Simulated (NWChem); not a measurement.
All runs are NWChem calculations. System: H$_{2}$OPbS, charge 0, spin multiplicity 1, at a geometry optimised with PBE/def2-SVP with def2 effective core potentials on Pb. The structure started from a generated list of species. Level: PBE0/def2-SVPD with def2 effective core potentials on Pb.

Job file:

```
start mol
memory heap 200 mb stack 900 mb global 1100 mb
geometry units angstroms nocenter noautoz
  Pb     0.313353    -0.294451     0.000000
  O      1.284406     1.604906     0.000000
  H      0.637354     2.338601     0.000000
  S     -2.123333     0.601866     0.000000
  H     -2.634195    -0.662737     0.000000
  symmetry group Cs
end
basis spherical
  * library def2-svpd
end
ecp
  Pb library def2-ecp
end
dft
  xc pbe0
  semidirect memsize 60000000 filesize 0
  iterations 100
end
task dft energy
```

NWChem printed:

```
             Northwest Computational Chemistry Package (NWChem) 7.3.0
             --------------------------------------------------------

                                NWChem Input Module
                                -------------------

 Scaling coordinates for geometry "geometry" by  1.889725989
 (inverse scale =  0.529177249)

 Turning off AUTOSYM since
 SYMMETRY directive was detected!

                             Geometry "geometry" -> ""
                             -------------------------

 Output coordinates in angstroms (scale by  1.889725989 to convert to a.u.)

  No.       Tag          Charge          X              Y              Z
 ---- ---------------- ---------- -------------- -------------- --------------
    1 Pb                  82.0000     0.31335300    -0.29445100     0.00000000
    2 O                    8.0000     1.28440600     1.60490600     0.00000000
    3 H                    1.0000     0.63735400     2.33860100     0.00000000
    4 S                   16.0000    -2.12333300     0.60186600     0.00000000
    5 H                    1.0000    -2.63419500    -0.66273700     0.00000000

 Effective nuclear repulsion energy (a.u.)     494.3614880968

            Nuclear Dipole moment (a.u.)
            ----------------------------
        X                 Y               Z
 ---------------- ---------------- ----------------
     0.0000472431    -0.0000264562     0.0000000000

      Symmetry information
      --------------------

 Group name             Cs
 Group number              2
 Group order               2
 No. of unique centers     5

      Symmetry unique atoms

     1    2    3    4    5


 Summary of "ao basis" -> "" (spherical)
 ------------------------------------------------------------------------------
       Tag                 Description            Shells   Functions and Types
 ---------------- ------------------------------  ------  ---------------------
 *                         def2-svpd                  on all atoms

                                 NWChem DFT Module
                                 -----------------
[...]
              MO Center= -1.8D+00,  5.6D-01, -1.5D-14, r^2= 2.4D+00
   Bfn.  Coefficient  Atom+Function         Bfn.  Coefficient  Atom+Function
  ----- ------------  ---------------      ----- ------------  ---------------
    77      0.575306  4 S  pz                74      0.420192  4 S  pz
    71      0.239088  4 S  pz                39     -0.156656  2 O  pz
    42     -0.115336  2 O  pz                14      0.106763  1 Pb pz
    80      0.102893  4 S  pz                21     -0.066533  1 Pb d  1
    17      0.056106  1 Pb pz                45     -0.053482  2 O  pz

 Vector   25  Occ=0.000000D+00  E=-9.266670D-02  Symmetry=a"
              MO Center=  2.0D-01, -3.0D-01,  9.4D-16, r^2= 4.1D+00
   Bfn.  Coefficient  Atom+Function         Bfn.  Coefficient  Atom+Function
  ----- ------------  ---------------      ----- ------------  ---------------
    17      0.585292  1 Pb pz                14      0.555352  1 Pb pz
    77     -0.217162  4 S  pz                11     -0.188854  1 Pb pz
     8     -0.183248  1 Pb pz                39     -0.175298  2 O  pz
    74     -0.143304  4 S  pz                42     -0.139579  2 O  pz
    71     -0.079061  4 S  pz                29     -0.065161  1 Pb d -1

 Vector   26  Occ=0.000000D+00  E=-3.018082D-02  Symmetry=a'
              MO Center=  2.5D-01, -3.4D-01,  8.1D-15, r^2= 6.7D+00
   Bfn.  Coefficient  Atom+Function         Bfn.  Coefficient  Atom+Function
  ----- ------------  ---------------      ----- ------------  ---------------
     5      0.574835  1 Pb s                 68     -0.569837  4 S  s
    15      0.513255  1 Pb px                12      0.464445  1 Pb px
    75      0.277032  4 S  px                16      0.259608  1 Pb py
    44      0.214145  2 O  py                92      0.182529  5 H  s
    36     -0.181237  2 O  s                 32      0.170662  1 Pb d  2

 Vector   27  Occ=0.000000D+00  E=-2.200673D-02  Symmetry=a'
              MO Center=  1.8D-01, -5.9D-01,  4.4D-16, r^2= 6.6D+00
   Bfn.  Coefficient  Atom+Function         Bfn.  Coefficient  Atom+Function
  ----- ------------  ---------------      ----- ------------  ---------------
     4      0.737876  1 Pb s                  5     -0.638531  1 Pb s
    16      0.566881  1 Pb py                13      0.383355  1 Pb py
    44      0.345620  2 O  py                 3      0.318519  1 Pb s
    57     -0.255555  3 H  s                 68      0.227159  4 S  s
    67     -0.217895  4 S  s                 75     -0.215416  4 S  px

 center of mass
 --------------
 x =   0.11584996 y =  -0.10722382 z =   0.00000000

 moments of inertia (a.u.)
 ------------------
         271.172286522363          81.843223142150           0.000000000000
          81.843223142150         704.887620643096           0.000000000000
           0.000000000000           0.000000000000         976.059907165458

     Multipole analysis of the density
     ---------------------------------

     L   x y z        total         alpha         beta         nuclear
     -   - - -        -----         -----         ----         -------
     0   0 0 0     -0.000000    -24.000000    -24.000000     48.000000

     1   1 0 0      0.158857     17.843944     17.843944    -35.529031
     1   0 1 0     -1.250067    -17.317971    -17.317971     33.385876
     1   0 0 1      0.000000      0.000000      0.000000      0.000000

     2   2 0 0    -40.908873   -189.793707   -189.793707    338.678541
     2   1 1 0     -0.732000      4.544508      4.544508     -9.821016
     2   1 0 1     -0.000000     -0.000000     -0.000000      0.000000
     2   0 2 0    -34.414353    -78.303399    -78.303399    122.192445
     2   0 1 1      0.000000      0.000000      0.000000      0.000000
     2   0 0 2    -34.880389    -17.440195    -17.440195      0.000000

 Task  times  cpu:        3.7s     wall:        3.7s

 Total times  cpu:        3.8s     wall:        3.8s
```
